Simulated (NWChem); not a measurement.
GeH2O2F2; SMILES [OH][Ge]([OH])([F])[F]

```xyz
7

O     -0.0505    -1.4361     1.0201
Ge     0.0000     0.0000     0.0089
O      0.0505     1.4361     1.0201
F     -1.3649     0.1233    -1.0476
F      1.3649    -0.1233    -1.0476
H      0.4446    -2.1557     0.5941
H     -0.4446     2.1557     0.5941
```
Atoms are numbered in this order, from 1.

Level: B3LYP/6-31G* (spherical d) (NWChem), optimised geometry, unscaled harmonic frequencies. B3LYP is NWChem's, with the RPA form of VWN correlation.

```csv
frequency (cm⁻¹),IR intensity (km/mol)
136,10.6
153,168.4
193,0.0
256,1.0
257,74.0
267,56.3
272,57.9
685,1.2
740,86.2
753,81.7
766,120.7
973,61.0
996,136.8
3752,165.2
3752,1.0
```

```
Item                                                                                Value
-----------------------------------------------------------------------  ----------------
zero-point energy                                                           19.9 kcal/mol
thermal correction to the enthalpy at 298.15 K (with zero-point energy)     25.0 kcal/mol
heat capacity Cv                                                         22.4 cal/(mol K)
entropy at 298.15 K and 1 atm (symmetry number 2)                        81.5 cal/(mol K)
dipole moment                                                                      0.27 D
```

Rigid rotor and harmonic oscillator.
